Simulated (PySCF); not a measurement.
C₂H₆Mg, SMILES [CH3][Mg][CH3].

The structure is a stationary point at B3LYP-D3(BJ)/def2-TZVP. The isomer is the one that the SMILES or the coordinates give; other isomers of the formula were not compared.

Computed with PBE/def2-TZVPD (PySCF).

Gas-phase values at a fixed geometry.

Computed frontier levels, gap, dipole moment and polarisability:
- highest occupied level = -5.30 eV
- lowest empty level = -1.17 eV
- orbital gap = 4.12 eV
- dipole moment = 0.00 D
- quadrupole, principal values (traceless, Buckingham form, about the centre of nuclear charge) = -11.88, 5.94, 5.94 D·Å
- mean static polarisability = 61.2 bohr³ (9.07 Å³)
- polarisability, principal values = 50.4, 50.4, 83.0 bohr³
